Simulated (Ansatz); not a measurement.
Several settings on one geometry of the cluster Al2S2 (the lowest singlet isomer of a short search) (that of the charge 0 singlet, PBE0-D4/def2-TZVP). Ansatz on 2 threads of Arm Neoverse V2 on a shared host; times are rough.

Cartesian coordinates in Å:
```
Al 2.0677 1.0208 -0.8120
Al -0.7454 -0.3849 0.2974
S 1.2674 -0.9849 -0.0569
S -2.5897 0.3490 0.5716
```

Totals from different functionals, basis sets or treatments of relativity can't be compared as stabilities.

The 6-31G sets use Cartesian d functions. LC-ωPBE has ω = 0.4 bohr⁻¹. Correlated methods freeze 20 core orbitals.

The spins typed aren't always the lowest for that charge.

Problem. Give the basis size and estimate the energy, ⟨S²⟩, dipole and time of these runs.

| run | method | charge | state | further keys |
| --- | --- | --- | --- | --- |
| 1 | UKS revPBE/6-31G* | 0 | singlet | accuracy: high; scf: {lower_state_search: off}; forces asked |
| 2 | RKS ωB97/def2-mTZVPP | 0 | singlet | forces asked |
| 3 | UKS LC-ωPBE/aug-cc-pVDZ | 1 | doublet | final_grid: {core_spheres: 8, valence_spheres: 7, degree: 23}; scf: {lower_state_search: off}; forces asked |
| 4 | RKS B2PLYP/STO-3G | 0 | singlet | scf: {lower_state_search: light}; forces asked |

Solution. 
```
run  functions  energy (Eh)  ⟨S²⟩  dipole (D)  wall time
  1         76   -1281.0268  0.00        4.39      3.7 s
  2         98   -1281.3149     –        5.39      3.4 s
  3        108   -1280.5764  0.77           –      2.4 s
  4         36   -1266.0123     –        4.72      1.1 s
```
